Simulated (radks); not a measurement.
Task: The mean radii <r> (bohr) of the occupied orbitals of an atom or ion are listed with their occupations. Method: scalar-relativistic Kohn-Sham, B86b exchange with PBE correlation, spin-polarised, spherical densities, finite nucleus; Fermi nuclear charge, rms radius of each element as measured or else 0.836 A^(1/3) + 0.57 fm; computed with a radial shooting solver on a logarithmic mesh with Libxc functionals.

orbital  occ.      <r>
1s up       1  0.03428
1s down     1  0.03428
2s up       1   0.1496
2s down     1   0.1496
2p up       3   0.1304
2p down     3   0.1303
3s up       1   0.4154
3s down     1   0.4153
3p up       3   0.4164
3p down     3   0.4163
3d up       5   0.3991
3d down     5   0.3989
4s up       1    1.061
4s down     1    1.054
4p up       3    1.176
4p down     3    1.167
4d up       5    1.658
5s up       1    2.963

Name the element and its charge. Open shells, if any, are filled with parallel spins first.

Result: Z = 43, technetium, charge +1: Tc+ in [Kr] 4d5 5s1. The 1s radius gives Z: for a bare nucleus <r> = (2 gamma + 1)/(2Z) with gamma = sqrt(1 - (Z/c)^2), 0.03371 bohr for Z = 43, and screening makes it slightly larger (0.03428 here). The occupations add up to 42, and the charge is Z minus that.
